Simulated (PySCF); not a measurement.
Zn(I)(NH2) (H₂INZn), SMILES [NH2][Zn][I].

Geometry optimised at B3LYP-D3(BJ)/def2-SVP. The def2 effective core potentials stand for the cores of I; spin–orbit coupling is left out. Other conformers were not sampled.

Method: TDA-ωB97X/def2-SVPD in PySCF.

Vertical excitations. Isolated molecule, no solvent. State labels are in the subgroup Cs.

```json
[
 {"state": "S1", "symmetry": "A'", "energy (eV)": "5.24", "λ (nm)": "236", "f": "0.030", "main pairs": "HOMO→LUMO 89 %"},
 {"state": "S2", "symmetry": "A\"", "energy (eV)": "5.56", "λ (nm)": "223", "f": "0.035", "main pairs": "HOMO−1→LUMO 92 %"},
 {"state": "S3", "symmetry": "A'", "energy (eV)": "5.73", "λ (nm)": "216", "f": "0.097", "main pairs": "HOMO−2→LUMO 86 %"},
 {"state": "S4", "symmetry": "A\"", "energy (eV)": "5.96", "λ (nm)": "208", "f": "0.003", "main pairs": "HOMO→LUMO+1 86 %"},
 {"state": "S5", "symmetry": "A\"", "energy (eV)": "6.50", "λ (nm)": "191", "f": "0.001", "main pairs": "HOMO−2→LUMO+1 85 %"},
 {"state": "S6", "symmetry": "A'", "energy (eV)": "6.51", "λ (nm)": "190", "f": "0.001", "main pairs": "HOMO−1→LUMO+1 69 %, HOMO→LUMO+2 20 %"},
 {"state": "S7", "symmetry": "A'", "energy (eV)": "6.70", "λ (nm)": "185", "f": "0.027", "main pairs": "HOMO→LUMO+2 56 %, HOMO−3→LUMO 25 %, HOMO−1→LUMO+1 10 %"},
 {"state": "S8", "symmetry": "A\"", "energy (eV)": "6.76", "λ (nm)": "183", "f": "0.001", "main pairs": "HOMO−1→LUMO+2 92 %"},
 {"state": "S9", "symmetry": "A'", "energy (eV)": "7.16", "λ (nm)": "173", "f": "0.042", "main pairs": "HOMO−2→LUMO+2 75 %"},
 {"state": "S10", "symmetry": "A'", "energy (eV)": "7.62", "λ (nm)": "163", "f": "0.054", "main pairs": "HOMO→LUMO+3 28 %, HOMO→LUMO+7 27 %, HOMO−2→LUMO+7 22 %, HOMO−2→LUMO+3 10 %"},
 {"state": "T1", "symmetry": "A'", "energy (eV)": "4.77", "λ (nm)": "260", "f": "0", "main pairs": "HOMO→LUMO 81 %"},
 {"state": "T2", "symmetry": "A\"", "energy (eV)": "5.23", "λ (nm)": "237", "f": "0", "main pairs": "HOMO−1→LUMO 89 %"},
 {"state": "T3", "symmetry": "A'", "energy (eV)": "5.31", "λ (nm)": "233", "f": "0", "main pairs": "HOMO−2→LUMO 77 %"},
 {"state": "T4", "symmetry": "A\"", "energy (eV)": "5.93", "λ (nm)": "209", "f": "0", "main pairs": "HOMO→LUMO+1 87 %"}
]
```
Triplets are in the Tamm–Dancoff approximation.
